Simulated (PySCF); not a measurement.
**Working out the ionisation energy of Br**

Br [Ar] 3d10 4s2 4p5 (2P) → Br+ [Ar] 3d10 4s2 4p4 (3P). Calculation: PySCF 2.14, in aug-cc-pVDZ-PP with ECP10MDF (5s4p3d, 32 functions); a scalar-relativistic core potential. Frozen: 3s2 3p6 3d10. Energies in hartree (1 hartree = 27.21139 eV):

```
             part   Br (lower)  Br+ (upper)
              UHF  -415.474798  -415.079751
MP2 opposite-spin    -0.073824    -0.056230
    MP2 same-spin    -0.025151    -0.018514
```

Question: What does Hartree-Fock give?

Answer: (-415.079751) − (-415.474798) = 0.395047 hartree = 10.750 eV.

Question: What do MP2 and SCS-MP2 (6/5 opposite-spin, 1/3 same-spin) give?

Answer: The opposite-spin parts differ by 0.479 eV and the same-spin parts by 0.181 eV. MP2: 10.750 + (0.479) + (0.181) = 11.410 eV. SCS-MP2: 10.750 + 1.2 × (0.479) + (0.181)/3 = 11.385 eV.

Measured between the centres of the two terms (NIST): 11.844 eV, so MP2 (valence) is off by -0.434 eV.

A double-zeta basis recovers only part of the correlation energy.

What remains against the reference includes basis incompleteness, the frozen core and correlation beyond second order.
